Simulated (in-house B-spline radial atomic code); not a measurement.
A run on C (an excited or competing configuration) that did not converge. Method: non-relativistic B97-1, spin-polarised, spherical fractional occupations, exact exchange averaged over the configuration, point nucleus; computed with an all-electron radial atomic-structure program (B-spline basis).

Command:
```bash
python run_scf.py task.json out
```
Settings:
```
Z                6
configuration    [He] 2s2 2p1 3s1
hamiltonian      nr
method           b97_1
spin_polarised   True
exact_exchange   averaged over the configuration
```

First and last ten iterations of the last attempt (damped for 15 steps, keeping 80 % of the old Fock matrix, then DIIS):
```
 iter        energy (Eh)    residual
    1         -36.402215    1.25e-01
    2         -37.410241    5.92e-02
    3         -37.473178    4.36e-02
    4         -37.508916    3.21e-02
    5         -37.529225    2.37e-02
    6         -37.540800    1.75e-02
    7         -37.547430    1.39e-02
    8         -37.551255    1.27e-02
    9         -37.553486    1.14e-02
   10         -37.554807    1.01e-02
  111         -37.557082    5.85e-07
  112         -37.557082    5.66e-07
  113         -37.557082    5.62e-07
  114         -37.557082    5.79e-07
  115         -37.557082    1.22e-06
  116         -37.557082    8.27e-07
  117         -37.557082    4.03e-06
  118         -37.557082    8.32e-07
  119         -37.557082    3.00e-06
  120         -37.557082    1.31e-05
 not converged after 120 iterations
```

The smallest residual met was 1.9e-07; the threshold is about 1e-07. Over the last five steps the energy moves by less than 1e-08 hartree, but the orbitals didn't meet the threshold. Run time, properties included: 2.5 s on 1 thread of Arm Neoverse N1, on a shared host.
